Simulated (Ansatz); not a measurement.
Species: CH5O2Si, net charge 0, doublet state. It need not be the lowest isomer of its formula. 
Structure (B3LYP-D3(BJ)/def2-TZVP (Ansatz, a program for electronic structure) minimum search):
```xyz
9

C     -1.6871    -0.3409     0.2131
Si     0.0357     0.0848    -0.3960
O      0.6992     1.3651     0.4347
O      0.9590    -1.2367    -0.0343
H     -2.3823     0.4794     0.0310
H     -1.6429    -0.5349     1.2885
H     -2.0620    -1.2332    -0.2897
H      0.5304     2.2482     0.0962
H      1.9140    -1.1286    -0.0631
```
Charge 0, spin multiplicity 2.

Total electronic energies in hartree. Valence correlation only, unless marked. Open shells are spin-unrestricted. Spin-orbit coupling is left out. No relativistic terms. CBS marks a two-point X^-3 extrapolation of the correlation energy; Hartree-Fock from the larger set.

```tsv
level	program	energy (Eh)
HF/def2-SVPD	Ansatz	-479.27876
RI-HF/cc-pV(Q+d)Z	Ansatz	-479.62550
BLYP/def2-TZVPD	Ansatz	…
PBE0/def2-TZVPD	Ansatz	-480.88031
CAM-B3LYP-D3(BJ)/def2-TZVPD	Ansatz + dftd3	-481.15481
MP2/cc-pV(D+d)Z	Ansatz	-480.11206
MP2/def2-SVP	Ansatz	-479.85193
RI-MP2/def2-TZVPP	Ansatz	-480.36936
SCS-MP2/6-31G*	Ansatz	-480.01538
SCS-MP2/aug-cc-pV(Q+d)Z	Ansatz	-480.45157
CCSD/def2-SVPD	Ansatz	-479.94128
CCSD/def2-TZVPPD	Ansatz	-480.40080
CCSD(T)/cc-pV(T+d)Z	Ansatz	-480.42070
CCSD(T)/cc-pwCVTZ	Ansatz	-480.43539
CCSD(T)/CBS(aug-cc-pV(T+d)Z,aug-cc-pV(Q+d)Z)	Ansatz	-480.5368
```

Q: What belongs in the gaps?

A: 
- BLYP/def2-TZVPD, energy (Eh): -481.16333
